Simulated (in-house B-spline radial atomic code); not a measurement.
**Ionising Hg7+ with different functionals**

Computed with a B-spline radial code for spherical atoms: four-component Dirac-Coulomb Hamiltonian, Fermi nucleus of rms radius 5.4648 fm, spin-restricted, spherical fractional occupations for the functionals. The ionisation energy is the difference of two self-consistent energies, [Xe] 4f14 5d5 → [Xe] 4f14 5d4, without Breit or QED terms; ε is the level of the shell that loses the electron (mean over j). The electron is taken from both j subshells in proportion to 2j + 1, so the result is a j average, not the step between ground levels.

Hybrids are left out here: with spherical fractional occupations of an open shell their exact exchange keeps a self-interaction that integer-occupation calculations don't have.

| method | rung | ΔSCF (eV) | -ε(5d) (eV) |
| --- | --- | --- | --- |
| LDA VWN5 | LDA | 115.57 | 106.70 |
| relativistic LDA | LDA | 115.56 | 106.70 |
| LDA PW92 | LDA | 115.56 | 106.70 |
| LDA exchange-only | LDA | ? | ? |
| PBE | GGA | 115.24 | 106.39 |
| PBEsol | GGA | 115.28 | 106.42 |
| BLYP | GGA | 115.06 | 106.21 |
| RPBE | GGA | 115.17 | 106.32 |
| PW91 | GGA | 115.34 | 106.48 |
| BP86 | GGA | ? | ? |
| AM05 | GGA | 115.31 | 106.46 |
| OLYP | GGA | 115.61 | 106.74 |

(1) What does LDA exchange-only give?

(2) What does BP86 give?

(3) How do they compare with the NIST value?

## Answers

(1) ΔSCF 113.70 eV, and -ε(5d) = 104.86 eV.

(2) ΔSCF 115.33 eV, and -ε(5d) = 106.48 eV.

(3) NIST lists 114 eV ± 2.1 (tabulated theory, ground level to ground level). Errors run from -0.20 to +1.71 eV; all lie within about twice that uncertainty, so the table can't rank the methods.
